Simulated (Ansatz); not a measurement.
The lowest singlet and triplet of AlCl (SMILES [Al][Cl]); geometries from B3LYP-D3(BJ)/def2-TZVP, each state relaxed from the structure named, with no frequency check.
Singlet at the triplet's geometry (charge 0, multiplicity 1):
```
atom   x (Å)   y (Å)    z (Å)
----  ------  ------  -------
Al    0.0000  0.0000  -1.2044
Cl    0.0000  0.0000   0.9210
```

A positive gap puts the triplet lower; no zero-point energy. R- takes a restricted singlet. U- takes an unrestricted singlet (broken symmetry where lower, unprojected). The triplet is unrestricted in single-reference levels. Active spaces average the two states.

Correlated levels freeze the cores.

Programs: Ansatz (an electronic-structure program) with Gaussian orbitals. 

| level | gap E(singlet) − E(triplet), vertical, at the triplet's geometry (kcal/mol) |
|---|---|
| R-SVWN5/def2-TZVPP | -70.00 |
| R-wB97X-V/def2-TZVPP | -70.00 |
| U-MP2/cc-pV(Q+d)Z | [?] |
| SA-CASSCF(2,3)/cc-pV(Q+d)Z | [?] |
| SC-NEVPT2 on SA-CASSCF(2,3)/cc-pV(Q+d)Z | -68.48 |
| FIC-NEVPT4(SD) on SA-CASSCF(2,3)/cc-pV(T+d)Z | -68.54 |
| FIC-MRCISD+Q on SA-CASSCF(2,3)/cc-pV(D+d)Z | -68.70 |
| FIC-MRCISD+Q on SA-CASSCF(2,3)/cc-pV(T+d)Z | -68.45 |
| FIC-MRCISD+Q on SA-CASSCF(2,3)/cc-pV(Q+d)Z | -68.20 |

Question: Some entries are withheld; supply them.

Answer: 
- U-MP2/cc-pV(Q+d)Z, gap E(singlet) − E(triplet), vertical, at the triplet's geometry (kcal/mol): -64.53
- SA-CASSCF(2,3)/cc-pV(Q+d)Z, gap E(singlet) − E(triplet), vertical, at the triplet's geometry (kcal/mol): -66.53
